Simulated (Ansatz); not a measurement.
The same path of CH$_{3}$LiNTe (7 atoms, charge 1, multiplicity 1) was run 3 times with different band settings. The coordinate that changes most is the height of N4 over the plane of its neighbours.

Theory: RKS PBE0-D4/def2-SVP (Ansatz).

Relaxed end points:

```xyz
7
Properties=species:S:1:pos:R:3
Li -0.321 -3.386 0.586
C -0.273 -1.373 0.354
Te 0.875 -0.261 -0.741
N 0.469 1.646 -0.282
H -0.980 -0.767 0.954
H 0.664 2.315 -1.026
H -0.433 1.827 0.156
```

```xyz
7
Properties=species:S:1:pos:R:3
Li -0.296 -3.384 0.616
C -0.252 -1.372 0.376
Te 0.854 -0.262 -0.763
N 0.174 1.615 -0.605
H -0.981 -0.769 0.951
H 0.863 2.337 -0.809
H -0.362 1.835 0.234
```

Common settings: optimiser quadratic models (default); start path through a guess of the saddle point; force threshold 0.05 eV/Å; end points relaxed.

| run | movable images | climbing image | spring | iteration limit |
| --- | --- | --- | --- | --- |
| 1 | 7 | yes | 5.0 eV/Å² | 40 |
| 2 | 4 | no | 5.0 eV/Å² | 60 |
| 3 | 7 | yes | 50.0 eV/Å² | 60 |

(1) What does each run give, and how far can it be trusted?

Results:

(1) Run 1: converged after 9 iterations, highest image 0.025 eV above the first end. A vibrational analysis at the climbing image gives one clearly imaginary mode, 336i cm⁻¹: a first-order saddle point.
Run 2: converged after 10 iterations, highest image 0.023 eV above the first end. No image climbed, so the highest image needn't sit at the top of the path.
Run 3: converged after 18 iterations, highest image 0.024 eV above the first end. Another band between the same ends (7 images) ends at a top of the same energy, where a vibrational analysis finds 1 clearly imaginary mode.
Limits of this set-up: the dipole of an ion depends on the origin.
